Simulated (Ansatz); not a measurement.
One change: `[CH3][GaH]/[N]=C\[SiH3]` becomes `[AlH2]/[N]=C\[SiH3]`.

Ansatz, PBE0-D4/def2-TZVP geometries, multiplicity 1. Each molecule was computed in one conformer, which needn't be the lowest.

Scalar relativity is left out up to krypton.

```csv
property,`[CH3][GaH]/[N]=C\[SiH3]`
HOMO energy (PBE/def2-TZVPP) / eV,-5.01
HOMO energy (PBE0/def2-TZVPP) / eV,-6.15
HOMO–LUMO gap (B3LYP/def2-TZVPP) / eV,4.78
LUMO energy (PBE/def2-TZVPP) / eV,-2.07
HOMO–LUMO gap (ωB97M-V/def2-TZVPP) / eV,9.29
HOMO–LUMO gap (PBE0/def2-TZVPP) / eV,5.18
```

Problem. Give the same properties after the change, and the shifts. (Estimate.)

Solution. Ansatz gave: 
```json
{"property": "HOMO energy (PBE/def2-TZVPP) / eV", "`[AlH2]/[N]=C\\[SiH3]`": "-5.31", "shift": "-0.30"}
{"property": "HOMO energy (PBE0/def2-TZVPP) / eV", "`[AlH2]/[N]=C\\[SiH3]`": "-6.45", "shift": "-0.30"}
{"property": "HOMO–LUMO gap (B3LYP/def2-TZVPP) / eV", "`[AlH2]/[N]=C\\[SiH3]`": "4.67", "shift": "-0.11"}
{"property": "LUMO energy (PBE/def2-TZVPP) / eV", "`[AlH2]/[N]=C\\[SiH3]`": "-2.49", "shift": "-0.42"}
{"property": "HOMO–LUMO gap (ωB97M-V/def2-TZVPP) / eV", "`[AlH2]/[N]=C\\[SiH3]`": "9.46", "shift": "0.17"}
{"property": "HOMO–LUMO gap (PBE0/def2-TZVPP) / eV", "`[AlH2]/[N]=C\\[SiH3]`": "5.07", "shift": "-0.11"}
```

With PBE0 the HOMO falls by 0.30 eV and the LUMO falls by 0.43 eV, so the gap narrows by about 0.13 eV. PBE moves the HOMO by -0.30 eV and ωB97M-V by -0.32 eV.

B3LYP here is the variant with VWN-RPA as its local correlation; programs differ in this.
